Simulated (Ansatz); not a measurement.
`SC#Cc1ccc(C#Cc2ccc(C#Cc3ccc(C#Cc4ccc(S)cc4)cc3)cc2)cc1` with charge -1. The state is a doublet with charge -1. Geometry r2SCAN-D4/def2-SVP, that of the neutral singlet; atoms count from 1.

```xyz
52

S    -4.166   -9.177  -11.713
C    -3.687   -8.087  -10.526
C    -3.365   -7.378   -9.579
C    -2.987   -6.543   -8.497
C    -2.483   -5.241   -8.727
C    -2.114   -4.426   -7.666
C    -2.235   -4.876   -6.329
C    -1.857   -4.044   -5.246
C    -1.530   -3.324   -4.308
C    -1.153   -2.494   -3.225
C    -1.328   -2.925   -1.887
C    -0.959   -2.112   -0.826
C    -0.398   -0.832   -1.053
C    -0.019   -0.004    0.031
C     0.309    0.713    0.971
C     0.689    1.538    2.057
C     1.305    2.793    1.834
C     1.678    3.601    2.898
C     1.451    3.191    4.234
C     1.833    4.015    5.321
C     2.164    4.726    6.263
C     2.547    5.548    7.353
C     3.211    6.778    7.139
C     3.589    7.584    8.207
C     3.316    7.188    9.529
S     3.759    8.153   10.938
C     2.653    5.966    9.755
C     2.277    5.161    8.687
C     0.833    1.937    4.457
C     0.461    1.129    3.393
C    -0.224   -0.401   -2.391
C    -0.594   -1.214   -3.452
C    -2.740   -6.179   -6.101
C    -3.109   -6.995   -7.161
H    -3.919   -8.386  -12.788
H    -2.386   -4.880   -9.755
H    -1.725   -3.422   -7.856
H    -1.759   -3.911   -1.700
H    -1.097   -2.455    0.203
H     1.485    3.120    0.807
H     2.154    4.567    2.714
H     3.429    7.095    6.115
H     4.102    8.531    8.011
H     4.335    9.168   10.257
H     2.434    5.646   10.778
H     1.765    4.213    8.873
H     0.653    1.610    5.484
H    -0.015    0.162    3.577
H     0.208    0.585   -2.578
H    -0.456   -0.871   -4.481
H    -2.837   -6.539   -5.073
H    -3.498   -7.999   -6.970
```

Single mean-field runs in def2-TZVP are fitted with def2-universal-jkfit.

Question: Estimate the Mulliken populations of the heavy atoms from the PBE0/def2-TZVP orbitals of Ansatz.

Answer: 
```json
{"atom": "S1", "charge (e)": "-0.14", "spin (α − β)": "0.01"}
{"atom": "C2", "charge (e)": "-0.06", "spin (α − β)": "0.07"}
{"atom": "C3", "charge (e)": "0.08", "spin (α − β)": "-0.04"}
{"atom": "C4", "charge (e)": "0.00", "spin (α − β)": "0.10"}
{"atom": "C5", "charge (e)": "-0.21", "spin (α − β)": "-0.03"}
{"atom": "C6", "charge (e)": "-0.20", "spin (α − β)": "0.06"}
{"atom": "C7", "charge (e)": "0.02", "spin (α − β)": "0.01"}
{"atom": "C8", "charge (e)": "0.04", "spin (α − β)": "0.08"}
{"atom": "C9", "charge (e)": "0.08", "spin (α − β)": "0.00"}
{"atom": "C10", "charge (e)": "0.02", "spin (α − β)": "0.09"}
{"atom": "C11", "charge (e)": "-0.21", "spin (α − β)": "0.01"}
{"atom": "C12", "charge (e)": "-0.21", "spin (α − β)": "0.03"}
{"atom": "C13", "charge (e)": "0.02", "spin (α − β)": "0.07"}
{"atom": "C14", "charge (e)": "0.06", "spin (α − β)": "0.03"}
{"atom": "C15", "charge (e)": "0.05", "spin (α − β)": "0.05"}
{"atom": "C16", "charge (e)": "0.03", "spin (α − β)": "0.04"}
{"atom": "C17", "charge (e)": "-0.21", "spin (α − β)": "0.05"}
{"atom": "C18", "charge (e)": "-0.20", "spin (α − β)": "0.00"}
{"atom": "C19", "charge (e)": "0.01", "spin (α − β)": "0.10"}
{"atom": "C20", "charge (e)": "0.08", "spin (α − β)": "-0.03"}
{"atom": "C21", "charge (e)": "0.06", "spin (α − β)": "0.09"}
{"atom": "C22", "charge (e)": "0.01", "spin (α − β)": "-0.01"}
{"atom": "C23", "charge (e)": "-0.20", "spin (α − β)": "0.05"}
{"atom": "C24", "charge (e)": "-0.23", "spin (α − β)": "-0.03"}
{"atom": "C25", "charge (e)": "0.20", "spin (α − β)": "0.07"}
{"atom": "S26", "charge (e)": "-0.21", "spin (α − β)": "0.01"}
{"atom": "C27", "charge (e)": "-0.20", "spin (α − β)": "-0.03"}
{"atom": "C28", "charge (e)": "-0.20", "spin (α − β)": "0.05"}
{"atom": "C29", "charge (e)": "-0.20", "spin (α − β)": "0.00"}
{"atom": "C30", "charge (e)": "-0.21", "spin (α − β)": "0.05"}
{"atom": "C31", "charge (e)": "-0.21", "spin (α − β)": "0.03"}
{"atom": "C32", "charge (e)": "-0.21", "spin (α − β)": "0.01"}
{"atom": "C33", "charge (e)": "-0.20", "spin (α − β)": "0.06"}
{"atom": "C34", "charge (e)": "-0.20", "spin (α − β)": "-0.03"}
```
Mulliken values depend strongly on the basis.

Question: Where does the spin sit?

Answer: Summed by element: S 0.02, C 1.00, H -0.02, of 1 unpaired in all. Largest on single atoms: C4 0.10, C19 0.10, C21 0.09.

Question: And the Mayer bond orders between heavy atoms (over 0.3)?

Answer: S1–C2 1.27 (1.68 Å); C2–C3 2.47 (1.23 Å); C3–C4 1.17 (1.42 Å); C4–C5 1.30 (1.42 Å); C4–C34 1.29 (1.42 Å); C5–C6 1.48 (1.39 Å); C6–C7 1.30 (1.42 Å); C7–C8 1.16 (1.42 Å); C7–C33 1.30 (1.42 Å); C8–C9 2.59 (1.23 Å); C9–C10 1.17 (1.42 Å); C10–C11 1.27 (1.42 Å); C10–C32 1.27 (1.42 Å); C11–C12 1.50 (1.39 Å); C12–C13 1.27 (1.42 Å); C13–C14 1.18 (1.42 Å); C13–C31 1.27 (1.42 Å); C14–C15 2.58 (1.23 Å); C15–C16 1.17 (1.42 Å); C16–C17 1.28 (1.42 Å); C16–C30 1.28 (1.42 Å); C17–C18 1.49 (1.39 Å); C18–C19 1.28 (1.42 Å); C19–C20 1.15 (1.42 Å); C19–C29 1.28 (1.42 Å); C20–C21 2.60 (1.23 Å); C21–C22 1.10 (1.42 Å); C22–C23 1.34 (1.41 Å); C22–C28 1.34 (1.41 Å); C23–C24 1.48 (1.39 Å); C24–C25 1.33 (1.41 Å); C25–S26 1.05 (1.77 Å); C25–C27 1.32 (1.41 Å); C27–C28 1.49 (1.39 Å); C29–C30 1.49 (1.39 Å); C31–C32 1.50 (1.39 Å); C33–C34 1.48 (1.39 Å).
